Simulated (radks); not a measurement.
Values are calculated unless marked as measured or tabulated.
Task: Valence configurations of the krypton ion Kr2+ (all share [Ar]). Level of theory: Dirac Kohn-Sham, PBE, spin-unpolarised, spherical densities, point nucleus; open shells fill j = l - 1/2 first (a radial shooting solver on a logarithmic mesh with Libxc functionals). Order these by energy: 3d10 4s1.5 4p4.5; 3d10 4s1 4p5; 3d8 4s2 4p6; 3d10 4s2 4p4; 3d9.5 4s2 4p4.5; 3d9.5 4s0.5 4p6; 3d10 4p6; 3d10 4s0.5 4p5.5; 3d8.5 4s2 4p5.5; 3d9 4s2 4p5.

Result: From the lowest, in eV above it: 3d10 4s2 4p4 0.000; 3d10 4s1.5 4p4.5 7.688; 3d10 4s1 4p5 15.410; 3d10 4s0.5 4p5.5 23.165; 3d10 4p6 30.953; 3d9.5 4s2 4p4.5 39.190; 3d9.5 4s0.5 4p6 63.005; 3d9 4s2 4p5 81.319; 3d8.5 4s2 4p5.5 126.45; 3d8 4s2 4p6 174.64. NIST lists [Ar] 3d10 4s2 4p4 as the ground configuration; this level of theory agrees among the configurations tried. The energies are those of spherical spin-averaged densities, not of single terms.
